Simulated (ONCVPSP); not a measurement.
# Which change was made? (N, ONCV)

N (Z = 7), optimised norm-conserving Vanderbilt (ONCV), made with ONCVPSP 4.0.1 (revPBE, scalar-relativistic). Core [He], reference 2s2 2p1 (charge +2). Waves: 2s: rc 0.85 bohr, ncon 4, nbas 7, qcut 7.1 1/bohr, 2 projectors, debl 1.3 Ha; 2p: rc 2.05 bohr, ncon 4, nbas 9, qcut 6.7 1/bohr, 3 projectors, debl 3 Ha. Local part: polynomial inside 0.75 bohr (lpopt 5, dvloc0 6 Ha). Core correction: none.

In the s channel the program set the typed energies aside and used -1.809, 0.250 Ha.

Cutoffs, loose and tight: the cutoffs (Ha) at which the residual kinetic energy of the hardest occupied pseudo-wave falls to 1 and 0.1 mHa per electron. They do not see the model core or the augmentation charge, which bear on the density cutoff. Test errors are all-electron minus pseudo excitation energies from the reference, over the configurations 2s2 2p3; 2s2 2p2; 2s2 2p0; 2s1 2p0; variants that change the core or the reference have their own tests.

The base gives: outcome: generated, projector energies reset by the program; cutoff, loose: 50 Ha; cutoff, tight: 133 Ha; bound ghosts: none; GHOST(+) flags above zero: none; largest test error (meV): +1113.

Q: After one change the result is: outcome: generated; cutoff, loose: 50 Ha; cutoff, tight: 133 Ha; bound ghosts: none; GHOST(+) flags above zero: none; largest test error (meV): +1127. Which change was it?
A. s: ncon 5, nbas 8
B. reference 2s2 2p3
C. s: qcut 6.2
D. s: nproj 1

A: D. The others give: s: ncon 5, nbas 8 → outcome: generated, projector energies reset by the program; cutoff, loose: 34 Ha; cutoff, tight: 111 Ha; bound ghosts: none; GHOST(+) flags above zero: s; largest test error (meV): +1113 | s: qcut 6.2 → outcome: generated, projector energies reset by the program; cutoff, loose: 102 Ha; cutoff, tight: 152 Ha; bound ghosts: none; GHOST(+) flags above zero: s; largest test error (meV): +1113 | reference 2s2 2p3 → outcome: generated; cutoff, loose: 32 Ha; cutoff, tight: 124 Ha; bound ghosts: none; GHOST(+) flags above zero: s; largest test error (meV): +1831.
